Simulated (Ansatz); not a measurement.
Two isomers of CH6AlNSi: A = `N=[C]([AlH2])[SiH3]`, B = `[AlH2]/[N]=C\[SiH3]`.

Gas-phase electronic energies from Ansatz, PBE0-D4/def2-TZVP geometries. CCSD(T)/CBS adds triple-zeta CCSD(T) − MP2 to the extrapolated MP2 energy (def2 sets, frozen cores). DFT in def2-TZVPP. B3LYP here is the variant with VWN-RPA as its local correlation; programs differ in this. One conformer a species, not always the lowest.

A:

Z-matrix (Å, degrees):
```
Si
C 1 1.891
H 1 1.490 2 108.5
H 1 1.484 2 112.0 3 -122.0
H 1 1.490 2 108.4 3 116.1
Al 2 1.989 1 125.5 3 -57.8
N 2 1.285 1 116.6 3 122.2
H 6 1.586 2 124.8 1 0.0
H 6 1.590 2 111.8 1 -180.0
H 7 1.028 2 111.9 1 180.0
```

B:

```xyz
10

Al   -2.389    0.542    0.204
N    -0.879   -0.208   -0.268
C     0.229   -0.700   -0.566
Si    1.873   -0.060    0.148
H    -2.895    1.748   -0.680
H    -3.124   -0.062    1.464
H     0.283   -1.547   -1.277
H     2.560   -1.163    0.873
H     2.758    0.381   -0.964
H     1.586    1.070    1.066
```

Task: Which isomer does CCSD(T)/CBS put lower? Give the gap. (Estimate.)

Result: The calculation gave: B, by 21.5 kcal/mol.

Task: Give E(B) − E(A) in kcal/mol with B3LYP, r2SCAN-D4, BLYP-D4, B2PLYP, LDA (SPW92), PBE0-D4, CCSD(T)/def2-SVP. (Estimate.)

Result: The calculation gave: B3LYP -23.9, r2SCAN-D4 -23.7, BLYP-D4 -23.5, B2PLYP -23.4, LDA (SPW92) -23.3, PBE0-D4 -21.8, CCSD(T)/def2-SVP -22.8. None reverses the order clearly.

Task: Does the order hold for the free energy at 298.15 K (harmonic terms from PBE0-D4)? (Estimate.)

Result: Computed: Yes: G(B) − G(A) = -21.7 kcal/mol, for one conformer each.

Largest T1 diagnostic: 0.015.

In def2-TZVPP, CCSD(T) changes the Hartree–Fock value by +2.7 kcal/mol (the triples alone add +0.5 kcal/mol) and MP2 by +1.9 kcal/mol. Leaving LDA and LC-ωPBE aside and taking each functional with its dispersion term where it has one, the values, not all of them listed here, spread over 2.3 kcal/mol, from CAM-B3LYP-D4 to revPBE-D4. LDA lies −1.2 kcal/mol from PBE without D4.
